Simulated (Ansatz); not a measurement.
Isolated molecules relaxed with PBE0-D4/def2-TZVP in Ansatz; ΔE leaves out vibrations. CBS: MP2 limit from def2 TZ/QZ plus the TZ coupled-cluster correction, frozen cores. Functionals use def2-TZVPP. B3LYP here is the variant with VWN-RPA as its local correlation; programs differ in this. For Ge outer-core shells are correlated without core-valence functions, which leaves a few kJ/mol of doubt a bond. Scalar relativity is left out up to krypton. One conformer a species, not always the lowest.

Reaction (redistribution): `[F][GeH2][SiH3]` + `O[SiH2]S[SiH2]Cl` → `O[SiH2][GeH2][F]` + `[SiH3]S[SiH2]Cl`

`[F][GeH2][SiH3]`:

```xyz
8

F     1.617    1.015    1.316
Ge    0.982    0.559   -0.250
Si   -1.057   -0.608    0.159
H     0.810    1.880   -1.022
H     2.080   -0.298   -0.904
H    -0.784   -1.817    0.975
H    -1.642   -1.013   -1.147
H    -2.007    0.283    0.872
```

`O[SiH2]S[SiH2]Cl`:

Z-matrix (Å, degrees):
```
Si
S 1 2.145
O 1 1.638 2 112.0
H 1 1.483 2 103.8 3 122.9
H 1 1.478 2 111.1 3 -117.2
Si 2 2.121 1 97.5 3 47.5
H 3 0.959 1 118.5 2 44.2
Cl 6 2.059 2 111.6 1 -83.8
H 6 1.479 2 110.9 1 35.8
H 6 1.477 2 107.5 1 158.9
```

`O[SiH2][GeH2][F]`:

```xyz
9

O    -1.510    0.782    0.971
Si   -0.894   -0.646    0.439
Ge    1.137    0.001   -0.660
F     1.014    1.742   -0.369
H    -0.982    1.559    0.763
H    -1.832   -1.314   -0.500
H    -0.628   -1.568    1.573
H     2.476   -0.415   -0.027
H     1.218   -0.142   -2.190
```

`[SiH3]S[SiH2]Cl`:

Z-matrix (Å, degrees):
```
Si
S 1 2.147
H 1 1.485 2 109.5
H 1 1.482 2 106.2 3 119.3
H 1 1.482 2 110.9 3 -121.2
Si 2 2.118 1 98.1 3 35.5
Cl 6 2.056 2 112.0 1 59.0
H 6 1.479 2 111.2 1 -59.9
H 6 1.478 2 106.7 1 177.7
```

| level | ΔE (kcal/mol) | difference from CCSD(T)/CBS |
| --- | --- | --- |
| PBE-D4 | 4.8 | -0.1 |
| r2SCAN-D4 | 5.1 | 0.2 |
| PBE0-D4 | 5.1 | 0.2 |
| B3LYP-D4 | 4.9 | 0.0 |
| ωB97X-V | 4.9 | 0.0 |
| ωB97M-V | 4.9 | 0.0 |
| B2PLYP | 4.9 | 0.0 |
| PBE | 4.7 | -0.2 |
| r2SCAN | 5.0 | 0.1 |
| PBE0 | 5.0 | 0.1 |
| B3LYP | 4.6 | -0.3 |
| HF/def2-TZVPP | 5.4 | 0.5 |
| MP2/def2-TZVPP | 5.3 | 0.4 |
| SCS-MP2/def2-TZVPP | 5.1 | 0.2 |
| CCSD/def2-TZVPP | 5.3 | 0.4 |
| CCSD(T)/def2-TZVPP | 5.3 | 0.4 |
| HF/def2-QZVPP | 5.4 | 0.5 |
| MP2/def2-QZVPP | 5.1 | 0.2 |
| SCS-MP2/def2-QZVPP | 4.9 | 0.0 |
| HF/CBS(def2) | 5.4 | 0.5 |
| MP2/CBS(def2) | 4.9 | 0.0 |
| CCSD/CBS(def2) | 4.9 | 0.0 |
| CCSD(T)/CBS | 4.9 | 0 |

Largest T1 diagnostic among the species: 0.012.
